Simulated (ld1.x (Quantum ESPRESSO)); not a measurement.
Results of a calculation; reference values are marked as such.
# Hardness and transferability of assorted potentials

Generated with ld1.x 7.5 (TM, RRKJ, ultrasoft, PAW), atompaw 4.2 or ONCVPSP 4.0.1. The cutoff is in Ry: for ld1.x and atompaw files where the sum of valence levels is converged to 10 mRy in a Bessel basis, for ONCV files where the hardest occupied wave has 1 mHa per electron of residual kinetic energy. The error is the largest all-electron minus pseudo excitation energy over each file’s own four to seven test configurations (ionisations up to +4, promotions, holes and added fractions of an electron), all of which were solved. The labels leave out finer settings (local radius, basis sizes, second energies), which also bear on the numbers. Spin-polarised tests are not counted. The rows are a selection from randomly drawn settings: files with unsolved tests, undetermined cutoffs or missed reference levels are left out.

A true bound ghost makes a file unfit for plane-wave use even where its test errors are small: the radial tests pick states by their node count and pass the ghost by.

| element | potential | cutoff (Ry) | largest error (meV) | bound ghosts |
| --- | --- | --- | --- | --- |
| O | TM, PBEsol, scalar-relativistic, rc 0.90/1.00/1.00 (spd), local s, core correction yes, reference 2s2 2p2 | 120 | +88 | none |
| F | TM semilocal, LDA (PZ), scalar-relativistic, rc 0.60/0.95/0.75 (spd), local d, core correction yes, reference 2s2 2p3 | 200 | +191 | none |
| F | RRKJ, PBE, scalar-relativistic, rc 0.55/0.85 (sp), local s, core correction yes, reference 2s2 2p5 | 230 | +104 | none |
| Ba | TM, PBE, scalar-relativistic, rc 3.85/3.80/4.20 (spd), local smoothed, core correction no, reference 5d0 6s2 6p0 | 6 | +463 | none |
| Ta | TM, PBE, fully relativistic, rc 2.30/1.40/2.25 (spd), local smoothed, core correction yes, reference 5p6 5d3 6s1.75 6p0 | 90 | -170 | s |

Question: Fill in the row for Cu: TM semilocal, LDA (PZ), scalar-relativistic, rc 1.45/1.80/1.05 (spd), local s, core correction no, reference 3d8 4s0 4p0.

Answer: cutoff 200 Ry, largest error -302 meV, bound ghosts: none.

Question: Fill in the row for Tm: TM, PBEsol, scalar-relativistic, rc 3.24/4.16/2.70/1.52 (spdf), local s, core correction yes, reference 4f13 5d0 6s2 6p0.

Answer: cutoff 200 Ry, largest error -2182 meV, bound ghosts: none.
